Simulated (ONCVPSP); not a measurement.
## Reading a pseudo-wave (Ag (Z = 47))

Columns: radius, all-electron u(r) and pseudo u(r) of the 4p shell (level -66.82 eV) of silver in the configuration [Ar] 3d10 4s2 4p6 4d10; PBE, scalar-relativistic, ONCV scheme, ONCVPSP 4.0.1.

| r (bohr) | all-electron | pseudo |
| --- | --- | --- |
| 0.080 | 0.3859 | 0.0243 |
| 0.160 | -0.1668 | 0.0948 |
| 0.240 | -0.5858 | 0.2046 |
| 0.320 | -0.5446 | 0.3435 |
| 0.400 | -0.2203 | 0.4986 |
| 0.480 | 0.1868 | 0.6557 |
| 0.560 | 0.5563 | 0.8016 |
| 0.640 | 0.8370 | 0.9244 |
| 0.720 | 1.0205 | 1.0159 |
| 0.800 | 1.1163 | 1.0714 |
| 0.880 | 1.1426 | 1.0900 |
| 0.960 | 1.1189 | 1.0751 |
| 1.040 | 1.0620 | 1.0319 |
| 1.120 | 0.9854 | 0.9678 |
| 1.200 | 0.8988 | 0.8902 |
| 1.280 | 0.8093 | 0.8058 |
| 1.360 | 0.7214 | 0.7203 |
| 1.440 | 0.6379 | 0.6377 |
| 1.520 | 0.5605 | 0.5604 |
| 1.600 | 0.4899 | 0.4898 |
| 1.680 | 0.4264 | 0.4263 |
| 1.760 | 0.3698 | 0.3697 |
| 1.840 | 0.3198 | 0.3197 |
| 1.920 | 0.2758 | 0.2758 |
| 2.000 | 0.2374 | 0.2374 |
| 2.080 | 0.2040 | 0.2039 |

Question: How many radial nodes do the two functions have?

Answer: The all-electron 4p function has n − l − 1 = 2; the pseudo-wave has 0, since the states of the same l below it are removed with the core.

Question: At about which radius was the pseudo-wave matched?

Answer: 1.60 bohr. The columns agree to 0.0005 from 1.44 bohr on; several derivatives are matched, so the curves merge somewhat inside the radius.

Question: Where does each function peak?

Answer: Outermost all-electron maximum near 0.88 bohr, pseudo maximum near 0.88 bohr (to the table’s step).

Question: Is the pseudo-wave norm-conserving?

Answer: Yes: the ONCV scheme keeps the norm inside the radius equal to the all-electron one, which fixes the energy derivative of the logarithmic derivative at the level.
